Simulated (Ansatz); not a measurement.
`BC(F)F` + H₂ → difluoromethane + BH₃ at 600 K and 1 bar (hydrogenolysis of a C–B bond).

Isolated molecules relaxed with PBE0-D4/def2-TZVP in Ansatz; ΔE leaves out vibrations. CCSD(T)/CBS adds triple-zeta CCSD(T) − MP2 to the extrapolated MP2 energy (def2 sets, frozen cores). This one scheme is used for every species.

```
 species  CCSD(T)/CBS energy (Eh)  H − E (kJ/mol)  S (J/(mol·K))
`BC(F)F`               -264.18920           152.1          348.7
      H₂                 -1.17544            43.9          150.8
   `FCF`               -238.82660           113.4          283.4
     BH₃                -26.55200            91.5          217.3
```

H − E and S are ideal-gas, rigid-rotor, harmonic terms from PBE0-D4/def2-TZVP. The MP2-based limit puts H₂ 0.8 mEh under its directly extrapolated value; such offsets cancel only in part. 1 Eh = 2625.50 kJ/mol, R = 8.31446 J/(mol·K).

Task: By hand: ΔE, ΔH, ΔS and ΔG.

Result: ΔE = (-238.82660) + (-26.55200) − (-264.18920) − (-1.17544) = -0.01396 Eh = -36.7 kJ/mol. Δ(H − E) = 113.4 + 91.5 − 152.1 − 43.9 = 8.9, so ΔH = -27.8 kJ/mol. ΔS = 283.4 + 217.3 − 348.7 − 150.8 = 1.2 J/(mol·K). ΔG = -27.8 − 600 × (1.2)/1000 = -28.5 kJ/mol.

Task: By hand: the equilibrium constant, and the temperature at which ΔG would vanish if ΔH and ΔS stayed fixed.

Result: log₁₀ K = −ΔG/(RT ln 10) = 2.5. ΔH and −TΔS have one sign here, so there is no such temperature. One of them is within its doubt of zero, so this could turn.

The number of gas molecules stays the same, so ΔS is small and ΔH decides. A doubt of 5 kJ/mol in ΔE shifts log₁₀ K by 0.4 here. These are equilibria of isolated gas molecules and say nothing of rates. Largest T1 diagnostic: 0.011 (customary marks: 0.02 for closed shells, 0.045 for open ones).
